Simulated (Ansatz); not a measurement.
Cd12H32S12. The state is a singlet with charge 0. Geometry PBE-D4/def2-SVP, loosely relaxed, basis def2-TZVP, Ansatz.

```xyz
56

Cd   -2.423   -0.361    3.857
Cd   -4.039   -3.671    0.465
Cd   -2.598    1.902   -4.556
Cd    0.726    3.477    3.034
Cd   -1.872    4.742   -2.988
Cd   -1.964    1.080    0.342
Cd    0.366   -2.429    0.967
Cd    0.125   -0.875   -2.462
Cd    2.516    1.171   -0.469
Cd    2.656   -0.678    3.620
Cd    1.372    3.673   -3.827
Cd    4.003   -1.819   -1.195
S    -3.251   -0.952    1.346
S    -1.475    2.000    2.781
S     0.001   -1.326    3.400
S    -2.718    2.345   -1.669
S    -2.481   -1.515   -2.615
S     0.060    1.206   -3.952
S    -0.005    4.320    0.426
S     2.404    1.617    2.204
S     2.690    3.501   -1.454
S     0.271   -0.014   -0.072
S     1.920   -2.625   -2.719
S     2.966   -2.052    1.358
H    -3.385   -0.407    5.253
H    -2.500   -4.394    2.981
H    -2.939   -3.683   -0.860
H    -5.264   -3.935    1.603
H    -2.286    3.682   -4.591
H    -3.421    0.533   -5.124
H     0.997    4.729    4.149
H    -2.819    6.061   -2.459
H    -0.365   -3.857    0.395
H     2.906   -5.467   -0.097
H     3.509   -0.772    5.086
H     3.119   -4.548    4.447
H    -0.056    4.393   -2.915
H     2.343    3.846   -5.218
H     3.789    0.085   -1.158
H     5.482   -2.656   -1.386
H    -4.510   -0.440    1.462
H    -1.868   -4.344    2.544
H    -2.462    2.900    3.050
H    -0.025   -2.405    4.234
H    -4.041    2.545   -1.418
H    -2.449   -2.332   -3.706
H    -2.625   -2.608   -1.699
H     0.520    0.699   -5.129
H    -0.534    5.545    0.715
H     1.179    4.825   -0.054
H     3.561    2.232    2.585
H     3.963    3.347   -1.918
H     3.511   -5.155   -0.456
H     1.369   -3.475   -1.802
H     2.613   -4.408    3.880
H     3.434   -3.253    1.784
```

```json
{"run": "A", "HOMO (eV)": "-6.39", "LUMO (eV)": "-2.51"}
{"run": "B", "HOMO (eV)": "-7.22", "LUMO (eV)": "-1.97"}
{"run": "C", "HOMO (eV)": "-9.47", "LUMO (eV)": "-0.15"}
{"run": "D", "HOMO (eV)": "-6.13", "LUMO (eV)": "-2.73"}
```

In the def2 sets Cd takes a core potential; there is no spin–orbit coupling. Single mean-field runs in def2-TZVP are fitted with def2-universal-jkfit. In the singlet geometry the species has come apart into loosely held pieces. In the singlet, H34 and H53 lie 0.77 Å apart, H26 and H42 lie 0.77 Å apart, H36 and H55 lie 0.77 Å apart (atoms count from 1), so H2 has formed as a molecule.

Task: The runs used PBE, PBE0, r2SCAN, ωB97X-V. Estimate which is which.

Result: A r2SCAN (0 % exact exchange); B PBE0 (25 % exact exchange); C ωB97X-V (range-separated); D PBE (0 % exact exchange). Exact exchange lowers occupied and raises empty levels; among semilocal functionals meta-GGAs tend to open the gap a little, and such runs are hard to tell apart. The gap grows from 3.40 eV (PBE) to 9.32 eV (ωB97X-V). The geometry of the charge 0 singlet is only loosely relaxed.
